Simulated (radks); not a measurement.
Spherical jellium clusters: N electrons in a uniform positive sphere of charge N and radius rs N^(1/3), rs = 3.58 bohr. Level of theory: non-relativistic Kohn-Sham, LDA (Slater exchange, Perdew-Wang correlation), spin-polarised, spherical densities (a radial shooting solver with Libxc functionals). Levels are named by radial order and angular momentum (1s, 1p, 1d, 2s, ...), and open shells are averaged over m. Each electron was tried in the lowest free levels, single moves between levels near the top were tried too, and the lowest total energy was kept; such a search can miss a lower state. Energies include the self-energy of the background; IP and EA are vertical (highest electron removed, lowest free level filled), at fixed background; spill-out counts the electrons outside the background radius R, and alpha is the static dipole polarisability from linear response (closed shells only). A dash means not computed or, for alpha, an open shell; in EA it means that no bound solution was reached, which is typical of self-interaction and does not show that the anion is unstable. Real open-shell clusters deform, which this model forbids.

N,open shells,2S,E(N+1) + E(N-1) - 2E(N) (eV),EA (eV),-e(HOMO) (eV),alpha/R^3
1,"1s(up 1, down 0)",1,-,-,3.219,-
2,none,0,1.314,-,3.482,1.735
3,"1p(up 1, down 0)",1,-0.719,-,2.214,-
4,"1p(up 2, down 0)",2,-0.532,-,2.812,-
5,"1p(up 3, down 0)",3,0.315,-,3.204,-
6,"1p(up 3, down 1)",2,-0.430,-,2.917,-
7,"1p(up 3, down 2)",1,-0.315,1.728,3.260,-
8,none,0,1.454,-,3.507,1.499
9,"1d(up 1, down 0)",1,-0.306,-,2.143,-
10,"1d(up 2, down 0)",2,-0.266,-,2.446,-
11,"1d(up 3, down 0)",3,-0.231,1.345,2.692,-
12,"1d(up 4, down 0)",4,-0.200,1.557,2.895,-
13,"1d(up 5, down 0)",5,0.371,-,3.066,-
14,"1d(up 5, down 1)",4,-0.210,1.454,2.720,-
15,"1d(up 5, down 2)",3,-0.181,1.652,2.911,-
16,"1d(up 5, down 3)",2,-0.158,1.822,3.073,-
17,"1d(up 5, down 4)",1,-0.139,1.971,3.212,-
18,none,0,0.236,1.789,3.333,1.379
19,"2s(up 1, down 0)",1,0.209,1.658,3.100,-
20,none,0,0.591,-,2.940,1.418
21,"1f(up 1, down 0)",1,-0.147,1.247,2.389,-
22,"1f(up 2, down 0)",2,-0.136,1.391,2.527,-
23,"1f(up 3, down 0)",3,-0.125,1.522,2.651,-
24,"1f(up 4, down 0)",4,-0.115,1.641,2.763,-
25,"1f(up 5, down 0)",5,-0.106,1.749,2.865,-
26,"1f(up 6, down 0)",6,-0.098,1.850,2.958,-
27,"1f(up 7, down 0)",7,0.330,1.530,3.043,-
28,"1f(up 7, down 1)",6,-,1.649,2.721,-

All shells are closed at N = 2, 8, 18, 20 (there: 1s2 1p6 1d10 2s2); the second difference of the energy has clear peaks (12 % above both neighbours; the first and last values, which can be the largest, are not judged, and half-filled shells can peak too) at N = 5, 8, 13, 18, 20.
